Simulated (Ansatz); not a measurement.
Calculated with Ansatz (gas phase, PBE0-D4/def2-TZVP geometries, no zero-point term in ΔE). CCSD(T)/CBS adds triple-zeta CCSD(T) − MP2 to the extrapolated MP2 energy (def2 sets, frozen cores). This one scheme is used for every species. Functionals use def2-TZVPP. B3LYP here is the variant with VWN-RPA as its local correlation; programs differ in this. For Ga outer-core shells are correlated without core-valence functions, which leaves a few kJ/mol of doubt a bond. Scalar relativity is left out up to krypton. One conformer a species, not always the lowest.

Reaction (formal exchange of groups at a Ga–O bond): `[OH][Ga]1[O][SiH2][S]1` + SiH₄ → `[SiH3][Ga]1[O][SiH2][S]1` + H₂O

```
        level  ΔE (kJ/mol)
        B3LYP         15.2
CCSD/def2-SVP         32.6
HF/def2-TZVPP         31.9
 HF/CBS(def2)         32.5
```

(1) What does CCSD(T)/CBS give? (An estimate is asked.)

Largest T1 diagnostic among the species: 0.015.

Results:

(1) The calculation gave: +9.1 kJ/mol. The listed levels differ from it by 6.1, 23.5, 22.8, 23.4 kJ/mol.

In def2-TZVPP, CCSD(T) changes the Hartree–Fock value by −13.0 kJ/mol (the triples alone add −1.0 kJ/mol) and MP2 by −8.3 kJ/mol. From BLYP to BHLYP (50 % exact exchange), in def2-TZVPP and without D4, ΔE moves by +4.9 kJ/mol.

CCSD(T)/CBS has its own doubt, a few kJ/mol and more with outer-core shells, so smaller differences from it don't rank the levels.
